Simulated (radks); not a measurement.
Neutral iron inside a hard spherical wall (all orbitals vanish at R), configuration held at [Ar] 3d6 4s2 and not refilled when levels cross. Method: scalar-relativistic Kohn-Sham, PBE, spin-polarised, spherical densities, finite nucleus; open shells are filled with parallel spins first; Fermi nuclear charge, rms radius 3.7377 fm; computed with a radial shooting solver on a logarithmic mesh with Libxc functionals. Eigenvalues in eV for spin up, with the zero of energy where the potential of the charges vanishes at infinity; a dash marks a level that is unbound or too diffuse for the functional's potential to be trusted. A positive occupied level is held by the wall or, in an anion where self-interaction has pushed it up, behind a barrier. The pressure on the wall is -dE/dV.

R (bohr)  E (hartree)  kinetic (hartree)    e(3s)    e(3p)   e(3d)   e(4s)  e(4p, empty)  e(5s, empty)  pressure (GPa)
free      -1272.58141           1287.805  -95.557  -61.562  -8.891  -5.630        -1.457             -               0
20        -1272.58141           1287.805  -95.557  -61.562  -8.891  -5.630        -1.457             -        < 0.0001
12        -1272.58138           1287.805  -95.553  -61.558  -8.888  -5.627        -1.433         0.728        0.000582
8         -1272.57813           1287.831  -95.360  -61.364  -8.698  -5.464        -1.025         3.772           0.138
7         -1272.57112           1287.875  -95.086  -61.091  -8.432  -5.218        -0.553         6.205           0.560
4         -1272.23021           1289.250  -90.039  -56.092  -3.647   1.121         8.586        40.009            66.1
3.5       -1271.89880           1290.402  -87.037  -53.151  -0.766   6.016        14.882        60.084             180
3         -1271.17608           1292.791  -82.064  -48.295   4.184  15.654        26.666        94.928             556
2.5       -1269.41534           1298.448  -73.270  -39.636  13.540  36.695        50.974        160.81            2070
1.5       -1245.62683           1368.297   -8.846   27.825  88.641  248.37        268.29        661.09           74400
